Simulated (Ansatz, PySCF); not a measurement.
Reaction (SMILES): N[SiH2]N[SiH3] + N (NH3) + [SiH4] (SiH4) → 3 N[SiH3]
Geometries: B3LYP-D3(BJ)/def2-TZVP minima from Ansatz (a first-principles code), one conformer each, not searched for the lowest. Frequencies are from Ansatz or PySCF.

Property: bond separation energy (enthalpy at 298 K, with B3LYP-D3(BJ) rigid-rotor harmonic-oscillator terms), in eV. Cores are frozen in the correlated levels unless marked. Spin-orbit coupling is left out. Non-relativistic. CBS(X,Y): correlation extrapolated as X^-3; Hartree-Fock from the larger set.

| level | program | bond separation energy (eV) | minus last row |
|---|---|---|---|
| PBE-D3(BJ)/def2-TZVPD | Ansatz + dftd3 | 0.37 | -0.01 |
| BLYP-D4/def2-TZVPD | Ansatz + dftd4 | 0.39 | 0.01 |
| B2GP-PLYP-D3(BJ)/def2-TZVPD | Ansatz + dftd3 | 0.39 | 0.01 |
| B2PLYP-D4/def2-TZVPD | Ansatz + dftd4 | 0.38 | 0.00 |
| MP2/aug-cc-pV(T+d)Z | Ansatz | 0.40 | 0.02 |
| RI-MP2/cc-pV(Q+d)Z | Ansatz | 0.37 | -0.01 |
| RI-MP2/CBS(aug-cc-pV(T+d)Z,aug-cc-pV(Q+d)Z) | Ansatz | 0.38 | 0.00 |
| CCSD/cc-pwCVTZ | Ansatz | 0.37 | -0.01 |
| CCSD(T)/STO-3G | Ansatz | 0.50 | 0.12 |
| CCSD(T)/CBS(cc-pV(T+d)Z,cc-pV(Q+d)Z) | Ansatz | 0.38 | 0.00 |
